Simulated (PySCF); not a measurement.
Spin states and ions at one geometry of [Cs9]+

PySCF 2.14.0, RKS PBE, Cs def2-SVP with ECP46; non-relativistic Hamiltonian with scalar-relativistic core potentials where named; density fitting; no spin-orbit coupling; singlets restricted, open shells unrestricted. The geometry is relaxed for charge +1, singlet, vacuum:

```xyz
9

Cs    3.7624    0.0000   -2.9110
Cs    0.0000    3.7624   -2.9110
Cs   -3.7624    0.0000   -2.9110
Cs    0.0000   -3.7624   -2.9110
Cs    2.6786    2.6786    1.5573
Cs   -2.6786    2.6786    1.5573
Cs   -2.6786   -2.6786    1.5573
Cs    2.6786   -2.6786    1.5573
Cs    0.0000    0.0000    5.4148
```

Energies count from the relaxed state; an electron taken off or put on is at rest in vacuum. Charges and spins are Mulliken's.

Task: Order these states by energy, lowest first.
A. charge +1, quintet, vacuum
B. charge +2, doublet, vacuum
C. charge 0, doublet, vacuum
D. charge +1, singlet, vacuum

Result: C (-2.63 eV), D (0.00 eV), A (1.23 eV), B (5.41 eV).

Task: How do charge and spin on the first atom follow?

Result: 
```
                     state  spin squared  charge on Cs1 (e)  spin on Cs1 (e)  dipole about the centre of mass (D)
charge +1, singlet, vacuum          0.00              -0.01             0.00                                 0.18
charge +1, quintet, vacuum          6.04               0.03             0.16                                 0.81
charge +2, doublet, vacuum          0.77               0.08            -0.14                                 0.32
 charge 0, doublet, vacuum          0.77              -0.08             0.02                                 1.89
```

With an electron taken off (doublet) the charges change, summed by element, by Cs +1.00 e. The vertical ionisation energy is 5.41 eV, against −ε(HOMO) = 4.36 eV of the relaxed state. The level lies 1.0 eV too high, as is usual for semilocal functionals and global hybrids, which keep a self-interaction error.

With an electron put on (doublet) the charges change, summed by element, by Cs -1.00 e. The vertical electron affinity is 2.63 eV, against −ε(LUMO) = 3.57 eV of the relaxed state.

Open shells may have lower solutions than those found.

A frequency check found unstable modes (1, the lowest at -12 cm⁻¹), so the relaxed geometry is a saddle point, or these are noise. The gap of the closed shell is small, and it wasn't tested for a lower spin-broken solution at this geometry.
